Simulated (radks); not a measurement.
The numbers below are computed, except where a source is named.
All-electron atom: Sn II in [Kr] 4d10 5s2 5p1.

Level of theory: scalar-relativistic Kohn-Sham, PBE, spin-unpolarised, spherical densities, finite nucleus; Fermi nuclear charge, rms radius 4.6519 fm (a radial shooting solver on a logarithmic mesh with Libxc functionals).

Energy parts (hartree):
total: -6176.78852
kinetic: 6448.71580
electron-nucleus: -14922.13409
Hartree: 2461.18715
exchange-correlation: -164.55738

Orbitals (lengths in bohr, moments of r in powers of bohr):
orbital	occ.	eigenvalue (hartree)	<1/r>
1s	2	-1066.483	53.08
2s	2	-161.2528	12.11
2p	6	-144.7917	11.65
3s	2	-31.35502	4.302
3p	6	-25.97509	4.095
3d	10	-17.69223	3.865
4s	2	-5.21517	1.695
4p	6	-3.59008	1.538
4d	10	-1.24237	1.218
5s	2	-0.65454	0.5581
5p	1	-0.37689	0.4373

The highest occupied level is 5p at -10.256 eV. The electron density at the nucleus is 1.966e+05 e/bohr^3 (large components only). Summed over all electrons, <r^2> = 45.26 bohr^2, which gives a Langevin (diamagnetic) susceptibility term of -35.8 x 10^-6 cm^3/mol. The density falls to 0.001 e/bohr^3 at r = 4.22 bohr.
